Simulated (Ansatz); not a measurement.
# Breaking a bond in SeO (Selenium monoxide)

The species is SeO (2 atoms), meant as a triplet with charge 0. As SMILES, `O=[Se]`. The shape comes from GFN2-xTB, which is rough for such elements, and wasn't checked as a minimum.

```csv
atom,x (Å),y (Å),z (Å)
O,0.0000,0.0000,0.0000
Se,0.0000,0.0000,1.6042
```

The O1–Se2 distance is scanned; the parts on either side stay rigid. Basis STO-3G, 10 core orbitals frozen in the correlated methods; program Ansatz 0.2.0. FCI is exact within this basis and core. Energies in eV from each method's value at 1.604 Å; open shells run as named; a dash marks a point that is missing or didn't converge. The shape above is that at 1.604 Å.

| distance (Å) | UHF | U-revPBE | UPBE0 | UCAM-B3LYP | RPA@PBE | UBCCD(T) |
| --- | --- | --- | --- | --- | --- | --- |
| 1.604 | 0.00 | 0.00 | 0.00 | 0.00 | 0.00 | 0.00 |
| 2.005 | 0.25 | 0.37 | 0.95 | 1.11 | -0.01 | 0.54 |
| 2.406 | 0.81 | 2.78 | 3.32 | 3.37 | 1.79 | 2.15 |
| 3.208 | 0.98 | 4.88 | 4.46 | 4.46 | 2.77 | – |
| 4.010 | 0.99 | 5.13 | 4.56 | 4.53 | – | 2.44 |

Estimate the FCI curve, and say how far off each method is.


```json
{"distance (Å)": "1.604", "FCI": "0.00"}
{"distance (Å)": "2.005", "FCI": "0.31"}
{"distance (Å)": "2.406", "FCI": "1.95"}
{"distance (Å)": "3.208", "FCI": "2.47"}
{"distance (Å)": "4.010", "FCI": "2.48"}
```

Departure from the FCI curve at its largest: UHF -1.49 eV at 3.21 Å; U-revPBE +2.64 eV at 4.01 Å; UPBE0 +2.07 eV at 4.01 Å; UCAM-B3LYP +2.05 eV at 4.01 Å; RPA@PBE -0.31 eV at 2.00 Å; UBCCD(T) +0.23 eV at 2.00 Å. For the functionals part of the departure is owed to the small basis.
